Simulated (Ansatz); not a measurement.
C2H8FGaO, SMILES `[CH3][Ga-]([CH3])([OH2+])[F]` at its PBE0-D4/def2-TZVP geometry, where that method's forces vanish. Total charge 0; spin multiplicity 1.

```xyz
13

C    -1.9009    0.3097    0.6214
Ga   -0.1950    0.0828   -0.3106
C     0.8832   -1.5082   -0.7194
O     1.2011    1.2816    0.8577
F     0.1414    1.4471   -1.4725
H    -1.9197   -0.2471    1.5605
H    -2.0736    1.3654    0.8369
H    -2.7264   -0.0490    0.0021
H     1.8100   -1.2299   -1.2254
H     1.1296   -2.0700    0.1852
H     0.3343   -2.1824   -1.3812
H     2.0794    0.8962    0.9366
H     1.2366    1.9036    0.1088
```

Question: What forces (eV/Å) does r2SCAN-D4/def2-TZVPP give on these atoms in Ansatz? (Best estimate.)

Answer: Computed: 
```
C1   0.025  0.011 -0.014
Ga2  0.029 -0.005  0.017
C3  -0.016  0.024 -0.006
O4  -0.106 -0.025  0.060
F5  -0.014 -0.017  0.016
H6  -0.005  0.011 -0.018
H7  -0.002 -0.018 -0.002
H8   0.016  0.009  0.017
H9  -0.012 -0.005  0.010
H10 -0.003  0.007 -0.019
H11  0.016  0.007  0.013
H12  0.035  0.003 -0.033
H13  0.038 -0.002 -0.041
```
